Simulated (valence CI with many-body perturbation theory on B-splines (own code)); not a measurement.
Gd XLII: E2, M1 decay

Computed by configuration interaction combined with many-body perturbation theory (CI+MBPT): five valence electrons over a frozen Dirac-Fock core [Ar], radial functions for each j: 7 s, 7 p, 8 d, 6 f, 4 g, 1 h, with the one-electron correlation potential Σ1 (screened to all orders), the two-electron term Σ2, the three-electron term Σ3, Breit, model QED; selected single and double excitations, second order for the rest (own B-spline code, finite nucleus).

The last digits are not significant, and no measured levels were compared; by estimate large intervals hold to a few tenths of a per cent, small ones and those within an open d or f shell to about a per cent. Only levels of the ground parity were solved; by the run's estimate the other parity begins above the list, which can be wrong where configurations are misplaced.

Lines 1 to 50 of 120 in falling wavelength, among levels below 1263400 cm⁻¹, chosen from the decays that carry over 1 % of a level's rate. Wavelengths and rates use the calculated energies. Electric multipoles are in the length gauge, E1 and E2 with the static RPA response of the core. S is in atomic units (e²a₀⁴ for E2 and M2, e²a₀⁶ for E3), for M1 in squared Bohr magnetons. Weak lines are less certain than strong ones. Lines between different terms over intervals too small for the method are left out, as are lines whose strength nearly cancels.

Levels are named by their leading jj configuration (3d3/2^4 stands for four electrons in 3d with j = 3/2), which in mixed levels can hold well under half, so a name can repeat and another be missing. Letters in brackets count levels of one name in rising energy.

```csv
λ vac (Å),Upper,Lower,Type,A (s⁻¹),S (a.u.)
9217,(3d3/2^3 3d5/2^2) J=11/2,(3d3/2^3 3d5/2^2) J=7/2 [a],E2,5.84e-08,4.16e-05
3197,(3d3/2^3 3d5/2^2) J=9/2,(3d3/2^3 3d5/2^2) J=11/2,M1,3.20e+02,3.88e+00
2749,(3d3/2^3 3d5/2^2) J=7/2 [b],(3d3/2^3 3d5/2^2) J=5/2 [b],M1,3.85e+02,2.37e+00
2374,(3d3/2^3 3d5/2^2) J=9/2,(3d3/2^3 3d5/2^2) J=7/2 [a],M1,8.76e+02,4.34e+00
1946,(3d3/2^3 3d5/2^2) J=5/2 [b],(3d3/2^3 3d5/2^2) J=3/2 [a],M1,1.29e+03,2.12e+00
1528,(3d3/2^3 3d5/2^2) J=1/2,(3d3/2^3 3d5/2^2) J=3/2 [a],M1,7.89e+03,2.09e+00
1219,(3d3/2^3 3d5/2^2) J=7/2 [a],(3d3/2^3 3d5/2^2) J=5/2 [a],M1,6.06e+03,3.26e+00
1032,(3d3/2^3 3d5/2^2) J=7/2 [b],(3d3/2^3 3d5/2^2) J=7/2 [a],M1,2.40e+03,7.82e-01
930.0,(3d3/2^2 3d5/2^3) J=1/2 [a],(3d3/2^3 3d5/2^2) J=3/2 [b],M1,1.41e+04,8.40e-01
899.4,(3d3/2^3 3d5/2^2) J=3/2 [b],(3d3/2^3 3d5/2^2) J=1/2,M1,2.12e+03,2.29e-01
880.6,(3d3/2^2 3d5/2^3) J=5/2 [b],(3d3/2^2 3d5/2^3) J=5/2 [a],M1,4.93e+03,7.49e-01
866.0,(3d3/2^2 3d5/2^3) J=7/2 [b],(3d3/2^2 3d5/2^3) J=7/2 [a],M1,4.05e+03,7.80e-01
833.1,(3d3/2^2 3d5/2^3) J=1/2 [b],(3d3/2^2 3d5/2^3) J=3/2 [a],M1,1.51e+04,6.49e-01
798.4,(3d3/2^3 3d5/2^2) J=3/2 [b],(3d3/2^3 3d5/2^2) J=5/2 [b],M1,5.77e+03,4.35e-01
788.3,(3d3/2^2 3d5/2^3) J=9/2 [c],(3d3/2^2 3d5/2^3) J=9/2 [b],M1,1.60e+04,2.90e+00
775.6,(3d3/2^2 3d5/2^3) J=5/2 [b],(3d3/2^3 3d5/2^2) J=3/2 [b],M1,1.31e+04,1.36e+00
701.7,(3d3/2^3 3d5/2^2) J=5/2 [b],(3d3/2^3 3d5/2^2) J=5/2 [a],M1,3.67e+04,2.82e+00
620.8,(3d3/2^2 3d5/2^3) J=3/2 [c],(3d3/2^2 3d5/2^3) J=1/2 [b],M1,1.03e+04,3.64e-01
573.1,(3d3/2^2 3d5/2^3) J=9/2 [a],(3d3/2^3 3d5/2^2) J=7/2 [b],M1,2.84e+04,1.98e+00
566.1,(3d3/2^3 3d5/2^2) J=3/2 [b],(3d3/2^3 3d5/2^2) J=3/2 [a],M1,1.44e+04,3.88e-01
525.4,(3d3/2^2 3d5/2^3) J=3/2 [b],(3d3/2^2 3d5/2^3) J=5/2 [a],M1,1.11e+04,2.38e-01
524.2,(3d3/2^2 3d5/2^3) J=7/2 [a],(3d3/2^3 3d5/2^2) J=5/2 [b],M1,6.27e+04,2.68e+00
520.0,(3d3/2^2 3d5/2^3) J=5/2 [c],(3d3/2^3 3d5/2^2) J=3/2 [b],M1,7.96e+04,2.49e+00
497.2,(3d3/2^2 3d5/2^3) J=5/2 [a],(3d3/2^3 3d5/2^2) J=7/2 [a],M1,6.49e+04,1.77e+00
489.2,(3d3/2^3 3d5/2^2) J=5/2 [a],(3d3/2^4 3d5/2) J=5/2,M1,3.21e+05,8.37e+00
486.1,(3d3/2^2 3d5/2^3) J=3/2 [b],(3d3/2^3 3d5/2^2) J=3/2 [b],M1,3.60e+03,6.13e-02
485.6,(3d3/2^2 3d5/2^3) J=3/2 [c],(3d3/2^2 3d5/2^3) J=5/2 [c],M1,1.01e+04,1.72e-01
479.2,(3d3/2 3d5/2^4) J=7/2 [a],(3d3/2^2 3d5/2^3) J=5/2 [c],M1,5.28e+04,1.72e+00
478.2,(3d3/2^2 3d5/2^3) J=7/2 [a],(3d3/2^3 3d5/2^2) J=9/2,M1,1.02e+05,3.31e+00
464.6,(3d3/2^2 3d5/2^3) J=11/2,(3d3/2^3 3d5/2^2) J=9/2,M1,4.01e+04,1.79e+00
463.6,(3d3/2^2 3d5/2^3) J=5/2 [d],(3d3/2^2 3d5/2^3) J=5/2 [c],M1,5.89e+03,1.31e-01
459.1,(3d3/2^2 3d5/2^3) J=5/2 [b],(3d3/2^3 3d5/2^2) J=7/2 [b],M1,4.33e+04,9.31e-01
457.2,(3d3/2^2 3d5/2^3) J=1/2 [a],(3d3/2^3 3d5/2^2) J=1/2,M1,1.92e+05,1.36e+00
454.9,(3d3/2^2 3d5/2^3) J=9/2 [c],(3d3/2^2 3d5/2^3) J=11/2,M1,2.81e+03,9.82e-02
447.0,(3d3/2 3d5/2^4) J=5/2 [a],(3d3/2^2 3d5/2^3) J=3/2 [a],M1,7.44e+04,1.48e+00
440.5,(3d3/2^2 3d5/2^3) J=5/2 [d],(3d3/2^2 3d5/2^3) J=7/2 [b],M1,5.99e+03,1.14e-01
438.0,(3d3/2^2 3d5/2^3) J=3/2 [a],(3d3/2^3 3d5/2^2) J=1/2,M1,3.06e+04,3.82e-01
423.0,(3d3/2 3d5/2^4) J=7/2 [a],(3d3/2^2 3d5/2^3) J=9/2 [b],M1,6.24e+04,1.40e+00
412.6,(3d3/2^2 3d5/2^3) J=3/2 [a],(3d3/2^3 3d5/2^2) J=5/2 [b],M1,1.30e+05,1.35e+00
405.7,(3d3/2^2 3d5/2^3) J=11/2,(3d3/2^3 3d5/2^2) J=11/2,M1,2.51e+05,7.45e+00
401.0,(3d3/2 3d5/2^4) J=11/2,(3d3/2^2 3d5/2^3) J=9/2 [b],M1,5.82e+04,1.67e+00
398.0,(3d3/2^2 3d5/2^3) J=7/2 [a],(3d3/2^3 3d5/2^2) J=7/2 [a],M1,1.50e+05,2.80e+00
394.6,(3d3/2^2 3d5/2^3) J=9/2 [b],(3d3/2^3 3d5/2^2) J=7/2 [b],M1,4.89e+04,1.11e+00
393.4,(3d3/2^2 3d5/2^3) J=5/2 [b],(3d3/2^3 3d5/2^2) J=5/2 [b],M1,1.90e+05,2.58e+00
383.9,(3d3/2^2 3d5/2^3) J=9/2 [a],(3d3/2^3 3d5/2^2) J=11/2,M1,1.02e+05,2.14e+00
373.5,(3d3/2^3 3d5/2^2) J=3/2 [b],(3d3/2^3 3d5/2^2) J=5/2 [a],M1,1.31e+04,1.01e-01
371.3,(3d3/2^2 3d5/2^3) J=3/2 [c],(3d3/2^2 3d5/2^3) J=5/2 [b],M1,3.21e+03,2.44e-02
370.5,(3d3/2^2 3d5/2^3) J=7/2 [b],(3d3/2^3 3d5/2^2) J=7/2 [b],M1,4.91e+04,7.41e-01
368.5,(3d3/2^2 3d5/2^3) J=9/2 [a],(3d3/2^3 3d5/2^2) J=7/2 [a],M1,1.52e+05,2.82e+00
367.6,(3d3/2 3d5/2^4) J=7/2 [a],(3d3/2^2 3d5/2^3) J=5/2 [b],M1,1.54e+05,2.27e+00
```
